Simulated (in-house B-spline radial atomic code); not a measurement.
Successive ionisation energies of samarium; each step leads to the configuration of the next row (after the last: bare). Dirac energy differences include first-order Breit, QED and recoil terms. NIST's values go from ground level to ground level; the uncertainty of those that are theory runs from under 0.1 % in few-electron ions to several per cent in heavy many-electron ones. Computed with a B-spline radial code for spherical atoms: Dirac-Hartree-Fock, average of the configuration, finite nuclei.

```csv
ion,configuration,ionisation energy (eV),tabulated value (eV),computed minus tabulated (eV),highest orbital,largest mean radius (bohr)
Sm55+,[He] 2s2 2p3,11557.6,11337,221,2p3/2,0.093145
Sm56+,[He] 2s2 2p2,11849.8,12264,-414,2p3/2,0.092668
Sm57+,[He] 2s2 2p1,?,?,?,?,?
Sm58+,[He] 2s2,?,?,?,?,?
Sm59+,[He] 2s1,13262.5,13262.85,0,2s1/2,0.091271
Sm60+,1s2,53982.6,53986.12,-4,1s1/2,0.022604
Sm61+,1s1,55214.1,55214.3,0,1s1/2,0.022452
```

Fill in the row of Sm57+.

ionisation energy (eV): 12145.1; tabulated value (eV): 12588; computed minus tabulated (eV): -443; highest orbital: 2p3/2; largest mean radius (bohr): 0.092194.

Fill in the row of Sm58+.

ionisation energy (eV): 12992.1; tabulated value (eV): 12992; computed minus tabulated (eV): 0; highest orbital: 2s1/2; largest mean radius (bohr): 0.091724.

Where is the largest jump?

From Sm59+ to Sm60+, by a factor of 4.07 (13262 to 53983 eV); the highest orbital goes from 2s1/2 to 1s1/2.

Where a p, d or f electron is removed, the computed value is a mean over both j, so it misses the tabulated one by a part of the spin-orbit splitting; averaging over terms and missing correlation add to the gap, relatively most at low charge.
